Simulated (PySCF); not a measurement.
Coordinates in bohr (charge 0 multiplicity 2):
```
Ce    0.0000    0.0000   -0.0007
H     0.0000    0.0000    3.9205
H     3.4368    0.0000   -1.9142
H    -3.4368    0.0000   -1.9142
```

Method: UBP86 in PySCF with Ce def2-TZVP with ECP28, H def2-TZVP; scalar-relativistic core potentials, no spin–orbit coupling; density-fitted integrals.

This geometry of CeH3 is a stationary point at this level.

What is the point group?

C2v.

Is it a minimum?

No: it has 1 imaginary mode, at 251i cm⁻¹.

List the harmonic modes with their infrared intensities.


```
ω (cm⁻¹)  IR (km/mol, summed over degenerate members)  degeneracy     type
    251i                                            –           1     bend
     522                                          292           2     bend
    1286                                         1159           1  stretch
    1299                                         1101           1  stretch
    1364                                         11.0           1  stretch
```

The spin densities have lower symmetry than the nuclear frame, so modes carry no symmetry labels. Only a few start shapes were tried, so a lower isomer may exist. With open d or f shells other occupations or spin states may lie lower. The pruned grid is coarse for the open f shell: energies are uncertain by about 2 kJ/mol and soft modes are noisy. Spin–orbit coupling, left out here, can matter for elements this heavy.
